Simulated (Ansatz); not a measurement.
Conformers of F2H5NO2Si2 (`O[SiH2]N[Si](O)(F)F`), each relaxed with PBE0-D4/def2-TZVP in Ansatz. CBS adds the triple-zeta coupled-cluster correction to the MP2 limit.

Not all of them had a frequency check.

Conformer A:

Cartesian coordinates in Å:
```
O -0.774 -1.608 0.999
Si -0.608 -0.100 1.607
N 0.159 0.892 0.401
Si 0.402 0.582 -1.234
O 0.758 -0.996 -1.428
F -0.835 0.906 -2.171
F 1.566 1.515 -1.760
H -0.109 -1.883 0.360
H -1.971 0.366 1.951
H 0.248 -0.034 2.822
H 0.579 1.748 0.737
H 0.585 -1.389 -2.285
```

Conformer B:

Cartesian coordinates in Å:
```
O 1.139 1.982 -0.238
Si -0.339 1.715 0.411
N -0.641 0.008 0.416
Si 0.120 -1.211 -0.465
O -0.332 -2.632 0.162
F 1.697 -1.022 -0.401
F -0.194 -1.183 -2.018
H 1.874 1.448 0.072
H -0.476 2.178 1.817
H -1.275 2.469 -0.453
H -1.348 -0.324 1.057
H -0.224 -3.428 -0.360
```

Question: Which is lowest in electronic energy at CCSD(T)/CBS (frozen core, def2 sets), and by how much? (Best estimate.)

Answer: Ansatz gave: A; B lies 3.0 kJ/mol higher.

Question: Give the energies relative to A (kJ/mol) with B2PLYP/def2-TZVPP, PBE/def2-TZVPP, B3LYP/def2-TZVPP, SCS-MP2/def2-TZVPP, CCSD/def2-TZVPP, CCSD(T)/def2-TZVPP, HF/CBS(def2). (Best estimate.)

Answer: Computed: 
```
             level     B
 B2PLYP/def2-TZVPP   2.6
    PBE/def2-TZVPP   3.0
  B3LYP/def2-TZVPP   2.1
SCS-MP2/def2-TZVPP   2.5
   CCSD/def2-TZVPP   2.6
CCSD(T)/def2-TZVPP   3.3
      HF/CBS(def2)  -0.4
```

B3LYP here is the variant with VWN-RPA as its local correlation; programs differ in this.
